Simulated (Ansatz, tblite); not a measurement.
Cost and result up the ladder for AsP₃ (the lowest singlet isomer of a short search) (4 atoms). The state is a singlet with charge 0. Geometry: r2SCAN-D4/def2-SVP.

```xyz
4

P     0.347    1.176    0.608
P     0.979   -0.919    0.261
P    -0.036    0.213   -1.351
As   -1.290   -0.470    0.483
```

Ansatz on 4 threads of Arm Neoverse V2 on a shared host; xTB runs through tblite on one thread. Times are rough, summed over both states, and most runs start from the orbitals of an earlier one. PBE-QIDH/def2-TZVP serves as the yardstick here, not as an exact answer. Differences are given only for rows in sets of like size (and for xTB, whose basis is part of the method), since another set adds its own error. The other state is a quintet at its own geometry, which has other bonds, so the gap mixes isomer and spin.

The xTB rows come from tblite. LC-ωPBE has ω = 0.4 bohr⁻¹. Correlated methods freeze 24 core orbitals; core or outer-core shells of As are correlated, in sets that lack core-valence functions. The structure comes from a short search, and lower isomers may exist.

Correlated methods converge slowly with the basis.

xTB has no spin-polarisation term.

| level | functions | wall time |
| --- | --- | --- |
| GFN2-xTB | 36 | 0.007 s |
| GFN1-xTB | 36 | 0.008 s |
| HF/STO-3G | 45 | 0.35 s |
| PBE-D4/def2-TZVP | 159 | 2.9 s |
| LC-ωPBE/def2-TZVP | 159 | 4.5 s |
| RPA@PBE/def2-TZVP | 159 | 5.2 s |
| PBE0-D4/def2-TZVP (with forces) | 159 | 5.6 s |
| BHLYP-D4/def2-TZVP | 159 | 5.9 s |
| CAM-B3LYP-D4/def2-TZVP | 159 | 5.9 s |
| r2SCAN-D4/def2-TZVP | 159 | 8 s |
| PBE-QIDH/def2-TZVP | 159 | 8.4 s |
| B97M-V/def2-TZVP | 159 | 13 s |

(1) Estimate what each level gives for the quintet − singlet (eV).

Answers

(1) 
| level | quintet − singlet (eV) | difference from PBE-QIDH/def2-TZVP (eV) |
| --- | --- | --- |
| GFN2-xTB | 4.04 | 0.19 |
| GFN1-xTB | 4.66 | 0.81 |
| HF/STO-3G | 1.45 | – |
| PBE-D4/def2-TZVP | 3.70 | -0.15 |
| LC-ωPBE/def2-TZVP | 3.42 | -0.42 |
| RPA@PBE/def2-TZVP | 3.66 | -0.19 |
| PBE0-D4/def2-TZVP (with forces) | 3.58 | -0.26 |
| BHLYP-D4/def2-TZVP | 3.15 | -0.70 |
| CAM-B3LYP-D4/def2-TZVP | 3.32 | -0.53 |
| r2SCAN-D4/def2-TZVP | 3.53 | -0.32 |
| PBE-QIDH/def2-TZVP | 3.85 | 0.00 |
| B97M-V/def2-TZVP | 3.81 | -0.04 |
